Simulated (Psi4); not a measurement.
dichloromethane (CH$_{2}$Cl$_{2}$), singlet, geometry from GFN2-xTB; WB97X/def2-SVP run with Psi4.

Psi4 was given this input:
```
memory 2 GB

molecule {
0 1
  C    -0.01277935    0.00575548    0.78091376
  Cl    0.02591339    1.46008427   -0.22991785
  Cl   -0.01872900   -1.46331993   -0.20910236
  H    -0.92568470    0.02391950    1.37405321
  H     0.88022607   -0.00344613    1.40380793
}

set basis def2-svp

energy('wb97x')
print_variables()
```

What the program printed (banner, timings and long lists left out):

```
   => Loading Basis Set <=

    Name: DEF2-SVP
    Role: ORBITAL
    Keyword: BASIS

         ---------------------------------------------------------
                                   SCF
               by Justin Turney, Rob Parrish, Andy Simmonett
                          and Daniel G. A. Smith
                              RKS Reference
         ---------------------------------------------------------

  ==> Geometry <==

    Molecular point group: c1
    Full point group: C1

    Geometry (in Angstrom), charge = 0, multiplicity = 1:

       Center              X                  Y                   Z               Mass
    ------------   -----------------  -----------------  -----------------  -----------------
         C           -0.013399495913     0.006034777748     0.818809445273    12.000000000000
         CL           0.025293244087     1.460363567748    -0.192022164727    34.968852682000
         CL          -0.019349145913    -1.463040632252    -0.171206674727    34.968852682000
         H           -0.926304845913     0.024198797748     1.411948895273     1.007825032230
         H            0.879605924087    -0.003166832252     1.441703615273     1.007825032230

  Running in c1 symmetry.

  Rotational constants: A =      1.04676  B =      0.11156  C =      0.10283 [cm^-1]
  Rotational constants: A =  31380.99162  B =   3344.36313  C =   3082.89862 [MHz]
  Nuclear repulsion =  134.654623300570847

  Charge       = 0
  Multiplicity = 1
  Electrons    = 42
  Nalpha       = 21
  Nbeta        = 21

  ==> Algorithm <==

  SCF Algorithm Type is DF.
  DIIS enabled.
  MOM disabled.
  Fractional occupation disabled.
  Guess Type is SAD.
  Energy threshold   = 1.00e-06
  Density threshold  = 1.00e-06
  Integral threshold = 1.00e-12

  ==> Primary Basis <==

  Basis Set: DEF2-SVP
    Blend: DEF2-SVP
    Number of shells: 28
    Number of basis functions: 60
    Number of Cartesian functions: 63
    Spherical Harmonics?: true
    Max angular momentum: 2

  ==> DFT Potential <==

   => LibXC <=

    Version 7.1.2
    S. Lehtola, C. Steigemann, M. J. T. Oliveira, and M. A. L. Marques,  SoftwareX 7, 1–5 (2018) (10.1016/j.softx.2017.11.002)

   => Composite Functional: WB97X <=

    wB97X Hyb-GGA Exchange-Correlation Functional

    J.-D. Chai and M. Head-Gordon,  J. Chem. Phys. 128, 084106 (2008) (10.1063/1.2834918)

    Deriv               =              1
    GGA                 =           TRUE
    Meta                =          FALSE

    Exchange Hybrid     =           TRUE
    MP2 Hybrid          =          FALSE

   => Exchange-Correlation Functionals <=

    1.0000   wB97X range-separated functional

   => Exact (HF) Exchange <=

    0.8423            HF,LR [omega = 0.3000]
    0.1577               HF

   => LibXC Density Thresholds  <==

    XC_HYB_GGA_XC_WB97X:  1.00E-14

   => Molecular Quadrature <=

    Radial Scheme          =       TREUTLER
    Pruning Scheme         =           NONE
    Nuclear Scheme         =       TREUTLER

    Blocking Scheme        =         OCTREE
    BS radius alpha        =              1
    Pruning alpha          =              1
    Radial Points          =             75
    Spherical Points       =            302
    Total Points           =         105573
    Total Blocks           =            839
    Max Points             =            254
    Max Functions          =             59
    Weights Tolerance      =       1.00E-15

   => Loading Basis Set <=

    Name: (DEF2-SVP AUX)
    Role: JKFIT
    Keyword: DF_BASIS_SCF

  ==> Integral Setup <==

  SCF_SUBTYPE=INCORE selected. In-core MEM_DF algorithm will be used.
  Using in-core AOs.

  ==> MemDFJK: Density-Fitted J/K Matrices <==

    J tasked:                   Yes
    K tasked:                   Yes
    wK tasked:                  Yes
    Omega:                3.000E-01
    Algorithm:                 Core
    Schwarz Cutoff:           1E-12
    Mask sparsity (%):       1.5000
    Fitting Condition:        1E-10

   => Auxiliary Basis Set <=

  Basis Set: (DEF2-SVP AUX)
    Blend: DEF2-UNIVERSAL-JKFIT
    Number of shells: 113
    Number of basis functions: 367
    Number of Cartesian functions: 439
    Spherical Harmonics?: true
    Max angular momentum: 4

  Minimum eigenvalue in the overlap matrix is 8.4839567616E-03.
  Reciprocal condition number of the overlap matrix is 1.9112796535E-03.
    Using symmetric orthogonalization.

  ==> Pre-Iterations <==

  SCF Guess: Superposition of Atomic Densities via on-the-fly atomic UHF (no occupation information).

   -------------------------
    Irrep   Nso     Nmo
   -------------------------
     A         60      60
   -------------------------
    Total      60      60
   -------------------------

  ==> Iterations <==

                           Total Energy        Delta E     RMS |[F,P]|

   @DF-RKS iter SAD:  -959.14487810474191   -9.59145e+02   0.00000e+00
   @DF-RKS iter   1:  -959.34846556424316   -2.03587e-01   3.15526e-03 ADIIS/DIIS
   @DF-RKS iter   2:  -959.36594170519982   -1.74761e-02   1.14038e-03 ADIIS/DIIS
   @DF-RKS iter   3:  -959.36794353025255   -2.00183e-03   3.85745e-04 ADIIS/DIIS
   @DF-RKS iter   4:  -959.36821325666222   -2.69726e-04   1.31894e-04 ADIIS/DIIS
   @DF-RKS iter   5:  -959.36825188132627   -3.86247e-05   1.39189e-05 DIIS
   @DF-RKS iter   6:  -959.36825251517166   -6.33845e-07   3.46592e-06 DIIS
   @DF-RKS iter   7:  -959.36825256797283   -5.28012e-08   8.87901e-07 DIIS
  Energy and wave function converged.

  ==> Post-Iterations <==

   Electrons on quadrature grid:
      Ntotal   =   42.0000028800 ; deviation = 2.880e-06

    Orbital Energies [Eh]
    ---------------------

    Doubly Occupied:

       1A   -101.476274     2A   -101.476238     3A    -10.389259
       4A     -9.550063     5A     -9.550033     6A     -7.319101
       7A     -7.319085     8A     -7.307786     9A     -7.307770
      10A     -7.307321    11A     -7.307321    12A     -1.033152
      13A     -0.948016    14A     -0.780059    15A     -0.611068
      16A     -0.569858    17A     -0.546599    18A     -0.429552
      19A     -0.426882    20A     -0.405101    21A     -0.403616

    Virtual:

      22A      0.109607    23A      0.141710    24A      0.165057
      25A      0.192136    26A      0.488364    27A      0.495907
      28A      0.516672    29A      0.557326    30A      0.664704
      31A      0.716561    32A      0.727749    33A      0.801453
      34A      0.824596    35A      0.866931    36A      0.867772
      37A      0.883006    38A      0.884755    39A      0.890071
      40A      0.903737    41A      0.904845    42A      0.920479
      43A      0.943251    44A      0.964819    45A      0.990395
      46A      1.139568    47A      1.207028    48A      1.368148
      49A      1.378849    50A      1.439569    51A      1.621750
      52A      1.746744    53A      1.944958    54A      1.987296
      55A      2.053538    56A      2.281191    57A      2.282841
      58A      2.428515    59A      2.850593    60A      2.956488

    Final Occupation by Irrep:
              A
    DOCC [    21 ]
    NA   [    21 ]
    NB   [    21 ]

  @DF-RKS Final Energy:  -959.36825256797283

   => Energetics <=

    Nuclear Repulsion Energy =            134.6546233005708473
    One-Electron Energy =               -1590.9088993215609662
    Two-Electron Energy =                 544.2720281645974865
    DFT Exchange-Correlation Energy =     -47.3860047115802345
    Empirical Dispersion Energy =           0.0000000000000000
    VV10 Nonlocal Energy =                  0.0000000000000000
    Total Energy =                       -959.3682525679728315

Computation Completed

Properties will be evaluated at   0.000000,   0.000000,   0.000000 [a0]

Properties computed using the SCF density matrix

 Multipole Moments:

 ------------------------------------------------------------------------------------
     Multipole            Electronic (a.u.)      Nuclear  (a.u.)        Total (a.u.)
 ------------------------------------------------------------------------------------

 L = 1.  Multiply by 2.5417464519 to convert [e a0] to [Debye]
 Dipole X            :          0.0377508           -0.0492202           -0.0114694
 Dipole Y            :         -0.0170020            0.0221675            0.0051655
 Dipole Z            :         -2.3068583            3.0077238            0.7008656
 Magnitude           :                                                    0.7009784

 ------------------------------------------------------------------------------------

  Variable Map:
  ----------------------------------------------------------------------------
  "CURRENT ENERGY"              =>    -959.368252567973
  "CURRENT REFERENCE ENERGY"    =>    -959.368252567973
  "DD SOLVATION ENERGY"         =>       0.000000000000
  "DFT FUNCTIONAL TOTAL ENERGY" =>    -959.368252567973
  "DFT TOTAL ENERGY"            =>    -959.368252567973
  "DFT VV10 ENERGY"             =>       0.000000000000
  "DFT XC ENERGY"               =>     -47.386004711580
  "GRID ELECTRONS ALPHA"        =>      21.000001440013
  "GRID ELECTRONS BETA"         =>      21.000001440013
  "GRID ELECTRONS TOTAL"        =>      42.000002880027
  "NUCLEAR REPULSION ENERGY"    =>     134.654623300571
  "ONE-ELECTRON ENERGY"         =>   -1590.908899321561
  "PCM POLARIZATION ENERGY"     =>       0.000000000000
  "PE ENERGY"                   =>       0.000000000000
  "SCF ITERATION ENERGY"        =>    -959.368252567973
  "SCF ITERATIONS"              =>       7.000000000000
  "SCF TOTAL ENERGY"            =>    -959.368252567973
  "TWO-ELECTRON ENERGY"         =>     544.272028164597
  "XC GRID RADIAL POINTS"       =>      75.000000000000
  "XC GRID SPHERICAL POINTS"    =>     302.000000000000
  "XC GRID TOTAL POINTS"        =>  105573.000000000000

  Array Variable Map:
  ----------------------------------------------------------------------------
  "CURRENT DIPOLE"              =>      -0.011469392487 ... 0.700865567169 1 by 3
  "SCF DIPOLE"                  =>      -0.011469392487 ... 0.700865567169 1 by 3
  "SCF TOTAL ENERGIES"          =>    -959.144878104742 ... -959.368252567973 1 by 8
```
